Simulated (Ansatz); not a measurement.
`CBC[SiH2]F` + H₂Se → `F[SiH2][SeH]` + `CBC` at 600 K and 1 bar (ligand exchange at the Si–C bond).

Computed with Ansatz on PBE0-D4/def2-TZVP structures; ΔE is electronic, products minus reactants. CCSD(T)/CBS adds triple-zeta CCSD(T) − MP2 to the extrapolated MP2 energy (def2 sets, frozen cores). For Se outer-core shells are correlated without core-valence functions, which leaves a few kJ/mol of doubt a bond. Scalar relativity is left out up to krypton. Each species was taken in one conformer, which may not be the lowest.

```csv
species,CCSD(T)/CBS energy (Eh),H − E (kJ/mol),S (J/(mol·K))
`CBC[SiH2]F`,-494.66261,322.4,477.5
H₂Se,-2401.89790,57.0,244.8
`F[SiH2][SeH]`,-2791.46485,115.9,365.3
`CBC`,-105.11307,269.5,357.3
```

H − E and S are ideal-gas, rigid-rotor, harmonic terms from PBE0-D4/def2-TZVP, for one conformer and one mirror image of each species. 1 Eh = 2625.50 kJ/mol, R = 8.31446 J/(mol·K).

By hand: ΔE, ΔH, ΔS and ΔG.

ΔE = (-2791.46485) + (-105.11307) − (-494.66261) − (-2401.89790) = -0.01741 Eh = -45.7 kJ/mol. Δ(H − E) = 115.9 + 269.5 − 322.4 − 57.0 = 6.0, so ΔH = -39.7 kJ/mol. ΔS = 365.3 + 357.3 − 477.5 − 244.8 = 0.3 J/(mol·K). ΔG = -39.7 − 600 × (0.3)/1000 = -39.9 kJ/mol.

By hand: the equilibrium constant, and the temperature at which ΔG would vanish if ΔH and ΔS stayed fixed.

log₁₀ K = −ΔG/(RT ln 10) = 3.5. ΔH and −TΔS have one sign here, so there is no such temperature. One of them is within its doubt of zero, so this could turn.

The number of gas molecules stays the same, so ΔS is small and ΔH decides. A doubt of 5 kJ/mol in ΔE shifts log₁₀ K by 0.4 here. Other conformers and mirror images would add mixing entropy, several J/(mol·K) or more a flexible species. Modes under 60 cm⁻¹, often nearly free rotors, make the harmonic entropy too high. These are equilibria of isolated gas molecules and say nothing of rates. Largest T1 diagnostic: 0.011 (customary marks: 0.02 for closed shells, 0.045 for open ones).
